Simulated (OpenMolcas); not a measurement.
**neutral bismuth: effect of the active space**

| Property | Result |
| --- | --- |
| Program | OpenMolcas 26.06 |
| Method | CASSCF |
| Basis | ANO-RCC-MB |
| Scalar Hamiltonian | DKH2, point nucleus |
| Spin-orbit coupling | RASSI with atomic mean-field integrals over the reference wave functions, term energies averaged over their components |

A. 3 electrons in 3 orbitals (6p); 2S+1 = 4 odd, 1 root; 2S+1 = 2 odd, 8 roots; cost of the order of 1.8 core-seconds
B. 5 electrons in 4 orbitals (6s 6p); 2S+1 = 4 odd, 1 root; 2S+1 = 2 odd, 8 roots; cost about 5 core-seconds

Energies in cm-1 above 6s2 6p3 4S* 3/2, the measured ground level; measured values from NIST Handbook of Basic Atomic Spectroscopic Data.

```csv
Level,A,B,Measured
6s2 6p3 4S* 3/2 [74 %],0.0,0.0,0.0
6s2 6p3 2D* 3/2 [66 %],12220,12273,11419
6s2 6p3 2D* 5/2,16624,17014,15438
6s2 6p3 2P* 1/2,24972,23005,21661
6s2 6p3 2P* 3/2 [65 %],33474,32053,33165
```

Deviations, from unrounded energies. A percentage is the sum of absolute deviations over the sum of measured energies, with the sign that they share, or ± where signs differ.

```tsv
Against measurement	Levels	A	B
mean absolute deviation (cm-1)	4	1400	1200
other terms of the ground configuration (%)	4	+6.9	±6.0
```

B lies closest to measurement on these levels. The largest miss of B in the table is 6s2 6p3 2D* 5/2, by +1600 cm-1. The ranking rests on the paired levels alone, and a cruder setting can come out closer through cancelling errors.

Between A and B the level of the table that moves most is 6s2 6p3 2P* 1/2, by 2000 cm-1 (lowest in B, highest in A).

Spin-orbit splittings of 6p shells tend to come out small when the coupling is added on scalar orbitals. With the s shell closed, the reference lacks s² → p² mixing (holds for A). Measured partners are found by configuration, term and J. A level has none where our copy of the source lacks it or the pairing is in doubt (some pairs that miss far off the trend of their configuration count as doubtful), and it then counts in no deviation. Only configurations of the active space appear.

A share in square brackets marks a mixed level and gives the weight of the term that names it, the lowest over the columns. * marks odd parity.
